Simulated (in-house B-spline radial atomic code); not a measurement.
What moves the levels of the chromium ion Cr⁵⁺ ([Ar] 3d1)? Level of theory: Dirac-Hartree-Fock, average of configuration, Fermi nucleus of rms radius 3.6452 fm; calculated with a radial B-spline atomic code at the basis-set limit.

Baseline run (computed): total energy -1043.6544 hartree, 1s1/2 at -225.3842 hartree, 3d5/2 at -90.605 eV with <r> = 0.9513 bohr.

Scaling the speed of light c (a factor of 100 is close to the non-relativistic limit):

```csv
c/c0,ΔE (hartree),3d5/2 level (eV),3d5/2 <r> (bohr)
0.9,-1.5498,-90.5042,0.9521
0.98,-0.27163,-90.587,0.9515
1.02,0.2555,-90.6213,0.9512
2,4.8826,-90.9253,0.9488
100,6.4856,-91.032,0.9479
```

Changing the nucleus:

| nucleus | ΔE (eV) |
| --- | --- |
| Gaussian nucleus of rms radius 0.01 fm | -0.0748 |
| Fermi nucleus of rms radius 3.5723 fm | -0.00291 |
| Fermi nucleus of rms radius 3.7181 fm | 0.00297 |

A larger nucleus binds the electrons less, roughly as the density at the nucleus times the change of the nuclear <r²>. A radius of 0.01 fm is nearly a point.

Problem. The nuclear charge is raised by 0.1. What does the Hellmann-Feynman theorem predict for the energy, and what is found?

Solution. dE/dZ ≈ -Σ<1/r>, which is -101.404 at the start and -101.922 at the end; their mean times 0.1 is -10.166 hartree, and the two runs differ by -10.166 hartree.
